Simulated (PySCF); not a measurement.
Species: C7H6NO (doublet state).
Structure used (GFN2-xTB), in Å, numbered top down from 1:
```
atom  x, y, z in Å
N1     3.251   -0.346   -0.054
C2     2.135   -0.183   -0.240
C3     0.719    0.017   -0.453
C4    -0.035   -1.298   -0.191
C5    -1.479   -1.026    0.186
C6    -1.939    0.195    0.254
C7    -1.256    1.422    0.065
O8    -1.633    2.494   -0.332
C9     0.223    1.155    0.455
H10    0.577    0.321   -1.498
H11    0.419   -1.835    0.648
H12    0.011   -1.951   -1.066
H13   -2.079   -1.895    0.410
H14    0.793    2.070    0.288
H15    0.288    0.867    1.505
```

The hyperfine couplings belong to this conformer and change with its torsions.

The species is `N#C[C@H]1CC=[C]C(=O)C1` [radical].

The calculation used UKS B3LYP, pcH-1 on C H N O, non-relativistic, mean-field spin-orbit, GIAO in PySCF. Isolated species at its GFN2-xTB geometry (one conformer only). A GFN2-xTB geometry isn't a minimum of the functional, and hyperfine couplings can be far from their values at a DFT geometry. Stability of the SCF solution: not tested.

Problem. What are g_iso and the isotropic 13C coupling of C6?

Solution. g_iso = 2.00268 and a = +278.66 MHz, or +9.942 mT (Mulliken spin population +0.91). 13C makes up about 1.07 % of the natural element, so this concerns labelled samples or satellites.

Problem. Take this nucleus alone (I = 1/2, g_N = 1.4048) with S = 1/2. Where do its 2 lines fall at 9.39 GHz to first order, to second order and exactly?

Solution. First order: B = B0 − a·mI with B0 = 334.999 mT. Second order subtracts a²[I(I+1) − mI²]/(2B0). The exact fields come from the Breit–Rabi levels of H = g μB B Sz − g_N μN B Iz + a S·I.

```tsv
mI	first order (mT)	second order (mT)	exact (mT)	exact − first order
−1/2	339.970	339.896	339.897	-0.073
+1/2	330.028	329.954	329.953	-0.075
```

Problem. What g and a would be read from the two outer exact lines by first-order rules?

Solution. Their midpoint, 334.925 mT, gives an apparent g of 2.00312 (true 2.00268), and their distance over 2I an apparent |a| of 9.944 mT (true 9.942).

Problem. Give the zero-field levels of this pair of spins.

Solution. F = I ± 1/2 = 1 and 0, at a·I/2 = +69.7 MHz and −a(I+1)/2 = -209.0 MHz, that is |a|(I + 1/2) = 278.7 MHz apart; F = 0 lies lower.

Other couplings of abundant isotopes, left aside here: 1 × 1H 92 MHz, 1 × 1H 16 MHz, 1 × 1H 12 MHz, 1 × 1H 3 MHz, 1 × 1H 3 MHz.
